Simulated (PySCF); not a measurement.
## Ionisation energy of Ag by level of theory

Ag [Kr] 4d10 5s1 (2S) → Ag⁺ [Kr] 4d10 (1S), as a difference of total energies. Calculation: PySCF 2.14, in cc-pVDZ-PP with ECP28MDF (4s4p3d1f, 38 functions); scalar relativity through the core potential. Correlated levels: valence: 4s2 4p6 frozen. The calculations carry no spin-orbit coupling.

```json
{"method": "UHF", "ionisation energy (eV)": "6.356"}
{"method": "r2SCAN", "ionisation energy (eV)": "7.873"}
{"method": "MN15", "ionisation energy (eV)": "7.813"}
{"method": "MP2 (valence)", "ionisation energy (eV)": "7.084"}
{"method": "SCS-MP2 (valence)", "ionisation energy (eV)": "6.967"}
{"method": "CCSD (valence)", "ionisation energy (eV)": "7.021"}
{"method": "CCSD(T) (valence)", "ionisation energy (eV)": "7.073"}
```

Errors of the correlated levels include the incompleteness of this basis and the frozen core.

Question: Which method comes closest to the reference value, and which is furthest?

Answer: The reference is 7.576 eV (measured; NIST Atomic Spectra Database, ionization energies). Closest: MN15 (error 0.237 eV); furthest: UHF (error -1.220 eV).
